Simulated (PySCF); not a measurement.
Rapidly exchanging positions averaged, no relativistic terms, a single conformation, no solvent. GFN2-xTB structure; GIAO PBE0/pcSseg-1 shieldings; PySCF 2.14.0 with density-fitted response routines.

δ = σ(ref) − σ, references computed at the same level: TMS for 1H and 13C. Shifts are as computed. Against solution values, carbons near 30 ppm lie about +3 ppm off and those near 130 ppm about +5 ppm. Of 1211 compounds with measured shifts, 218 miss one by over three times the rms of a fit or turn the order of signals round; such compounds aren't used in these exercises.

(1) Order these molecules by the shift of their most deshielded carbon-bound hydrogen, lowest δ first.
A. CPC
B. C=CC(=C)COC
C. C=Cc1occp1

(2) Order these molecules by the shift of their most shielded carbon, lowest δ first.
A. C=CC(=C)COC
B. C/C=C\P1(=O)CC1
C. C=Cc1occp1

(3) How many 13C and 1H signals does each give (equivalence by symmetry and fast rotation, but not about amide C–N or C=N bonds)? `C=Cc1occp1`, `C=CC(=C)COC`, `CPC`, `C/C=C\P1(=O)CC1`

## Answers

(1) A (1.12 ppm, hydrogen on a methyl carbon bonded to P), B (6.69 ppm, hydrogen on an alkene CH), C (7.93 ppm, hydrogen on an aromatic CH next to the ring oxygen).

(2) B (12.6 ppm, three-membered-ring carbon), A (61.3 ppm, methyl carbon bonded to O), C (121.1 ppm, terminal =CH2 carbon).

(3) C=Cc1occp1: 5 C, 5 H; C=CC(=C)COC: 6 C, 7 H; CPC: 1 C, 2 H; C/C=C\P1(=O)CC1: 4 C, 5 H.
